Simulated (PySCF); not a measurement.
Calculation: PySCF 2.14.0 with PBE-D3(BJ)/def2-TZVP // BP86-D3(BJ)/def2-SVP. All species are isolated molecules in the gas phase. One relaxed conformer stands for a flexible species; it need not be the lowest. 

Reference species: [Sc(F)3] (neutral, multiplicity 1).

| Item | Result |
|---|---|
| HOMO–LUMO gap | 5.70 eV |
| LUMO | -3.48 eV |
| charge on the central atom (Mulliken) | 1.36 e |

Changed species: [Sc(F)(NH2)2] (2 of 3 F replaced by NH2; the reference has 0 of 3 F replaced by NH2).

Problem. Predict the effect on the HOMO–LUMO gap, LUMO and charge on the central atom (Mulliken).

Solution. the HOMO–LUMO gap decreases by 2.32 eV, to 3.38 eV; the LUMO goes up by 1.23 eV, to -2.25 eV; the charge on the central atom (Mulliken) falls by 0.11 e, to 1.25 e.
